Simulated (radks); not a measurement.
Problem. Radial electron density D(r) = 4 pi r^2 rho(r) of an atom or ion with 43 electrons. Method: scalar-relativistic Kohn-Sham, PW91, spin-unpolarised, spherical densities, finite nucleus; Fermi nuclear charge, rms radius of each element as measured or else 0.836 A^(1/3) + 0.57 fm; computed with a radial shooting solver on a logarithmic mesh with Libxc functionals.

```
   r/bohr * D(r) (the largest magnitude, 73.6, reaches the edge; | marks zero)
 0.001271 |*
 0.001468 | *
 0.001708 | *
 0.001973 |  *
 0.002297 |   *
 0.002653 |    *
 0.003088 |     *
 0.003567 |      *
 0.004152 |        *
 0.004795 |           *
 0.005582 |             *
 0.006447 |                *
 0.007505 |                    *
 0.008737 |                        *
  0.01009 |                            *
  0.01175 |                                *
  0.01357 |                                    *
  0.01579 |                                       *
  0.01824 |                                          *
  0.02123 |                                           *
  0.02452 |                                           *
  0.02855 |                                         *
  0.03297 |                                       *
  0.03838 |                                     *
  0.04433 |                                     *
   0.0516 |                                      *
  0.06008 |                                         *
  0.06938 |                                              *
  0.08077 |                                                   *
  0.09328 |                                                      *
   0.1086 |                                                     *
   0.1254 |                                                 *
    0.146 |                                           *
   0.1686 |                                     *
   0.1963 |                                   *
   0.2267 |                                      *
   0.2639 |                                         *
   0.3072 |                                           *
   0.3548 |                                       *
   0.4131 |                              *
    0.477 |                     *
   0.5554 |              *
   0.6414 |           *
   0.7467 |           *
   0.8623 |            *
    1.004 |           *
    1.159 |         *
     1.35 |      *
    1.559 |   *
    1.815 | *
    2.112 |*
     2.44 |*
     2.84 *
     3.28 *
    3.818 *
     4.41 *
    5.134 *
    5.929 *
    6.902 *
    7.971 *
     9.28 *
```

What is the nuclear charge?

Solution. Z = 46. The innermost maximum, from 1s, lies near gamma/Z bohr with gamma = sqrt(1 - (Z/c)^2) = 0.942, here 0.0205 bohr (found: 0.0225), and its height grows with Z. The density is that of the palladium ion Pd3+ in [Ar] 3d10 4s1.75 4p6 4d7 5d0.25; the configuration itself is not fixed sharply by these data, and Z only to a few units. D(r) has 4 maxima, at r = 0.0225, 0.0987, 0.298, 0.890 bohr, and minima at 0.0443, 0.193, 0.678 bohr, inside which lie 2.01, 11.11, 29.04 electrons.
